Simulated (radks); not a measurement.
The numbers below are computed, except where a source is named.
All-electron atom: Hf I in [Xe] 4f14 5d2 6s1 6p1 (not the ground configuration).

Level of theory: Dirac Kohn-Sham, revPBE, spin-unpolarised, spherical densities, finite nucleus; open shells are shared between the two j in proportion to 2j + 1; Fermi nuclear charge, rms radius 5.347 fm (a radial shooting solver on a logarithmic mesh with Libxc functionals).

Energy parts (hartree):
total: -15095.8086
kinetic: 16879.5896
electron-nucleus: -37585.5576
Hartree: 5920.1077
exchange-correlation: -309.9484

Orbitals (lengths in bohr, moments of r in powers of bohr):
1s1/2: occ. 2; eigenvalue (hartree) -2395.374; <1/r> 83.78; <r> 0.01899; <r^4> 6.626e-07; small-component weight 7.33e-02
2s1/2: occ. 2; eigenvalue (hartree) -409.4559; <1/r> 20.31; <r> 0.07978; <r^4> 0.0001002; small-component weight 1.65e-02
2p1/2: occ. 2; eigenvalue (hartree) -391.1127; <1/r> 20.28; <r> 0.06612; <r^4> 0.00006068; small-component weight 1.66e-02
2p3/2: occ. 4; eigenvalue (hartree) -347.3174; <1/r> 17.23; <r> 0.07385; <r^4> 0.00008643; small-component weight 1.51e-02
3s1/2: occ. 2; eigenvalue (hartree) -93.33362; <1/r> 7.451; <r> 0.2082; <r^4> 0.003732; small-component weight 5.41e-03
3p1/2: occ. 2; eigenvalue (hartree) -85.18876; <1/r> 7.367; <r> 0.1981; <r^4> 0.003311; small-component weight 5.35e-03
3p3/2: occ. 4; eigenvalue (hartree) -75.80294; <1/r> 6.581; <r> 0.2124; <r^4> 0.004304; small-component weight 4.92e-03
3d3/2: occ. 4; eigenvalue (hartree) -62.00115; <1/r> 6.472; <r> 0.1863; <r^4> 0.002954; small-component weight 4.80e-03
3d5/2: occ. 6; eigenvalue (hartree) -59.95404; <1/r> 6.284; <r> 0.1908; <r^4> 0.003201; small-component weight 4.68e-03
4s1/2: occ. 2; eigenvalue (hartree) -18.84600; <1/r> 3.123; <r> 0.4682; <r^4> 0.08931; small-component weight 1.76e-03
4p1/2: occ. 2; eigenvalue (hartree) -15.50644; <1/r> 3.013; <r> 0.4746; <r^4> 0.09861; small-component weight 1.68e-03
4p3/2: occ. 4; eigenvalue (hartree) -13.35951; <1/r> 2.739; <r> 0.5074; <r^4> 0.1287; small-component weight 1.51e-03
4d3/2: occ. 4; eigenvalue (hartree) -7.86771; <1/r> 2.519; <r> 0.5285; <r^4> 0.1713; small-component weight 1.32e-03
4d5/2: occ. 6; eigenvalue (hartree) -7.47449; <1/r> 2.453; <r> 0.5400; <r^4> 0.1866; small-component weight 1.27e-03
5s1/2: occ. 2; eigenvalue (hartree) -2.50915; <1/r> 1.181; <r> 1.136; <r^4> 3.140; small-component weight 3.70e-04
5p1/2: occ. 2; eigenvalue (hartree) -1.56486; <1/r> 1.047; <r> 1.266; <r^4> 5.172; small-component weight 2.97e-04
5p3/2: occ. 4; eigenvalue (hartree) -1.27940; <1/r> 0.9511; <r> 1.375; <r^4> 7.279; small-component weight 2.53e-04
4f5/2: occ. 6; eigenvalue (hartree) -0.70499; <1/r> 1.934; <r> 0.6705; <r^4> 0.9205; small-component weight 8.44e-04
4f7/2: occ. 8; eigenvalue (hartree) -0.64091; <1/r> 1.902; <r> 0.6833; <r^4> 1.020; small-component weight 8.23e-04
6s1/2: occ. 1; eigenvalue (hartree) -0.21789; <1/r> 0.3724; <r> 3.392; <r^4> 272.9; small-component weight 4.11e-05
5d3/2: occ. 0.8; eigenvalue (hartree) -0.15079; <1/r> 0.5714; <r> 2.341; <r^4> 101.5; small-component weight 9.28e-05
5d5/2: occ. 1.2; eigenvalue (hartree) -0.13312; <1/r> 0.5455; <r> 2.456; <r^4> 125.5; small-component weight 8.48e-05
6p1/2: occ. 0.333333; eigenvalue (hartree) -0.08603; <1/r> 0.2752; <r> 4.567; <r^4> 1014; small-component weight 2.15e-05
6p3/2: occ. 0.666667; eigenvalue (hartree) -0.07017; <1/r> 0.2502; <r> 5.013; <r^4> 1486; small-component weight 1.79e-05

The highest occupied level is 6p3/2 at -1.909 eV. Summed over all electrons, <r^2> = 84.90 bohr^2, which gives a Langevin (diamagnetic) susceptibility term of -67.2 x 10^-6 cm^3/mol. The density falls to 0.001 e/bohr^3 at r = 5.19 bohr.
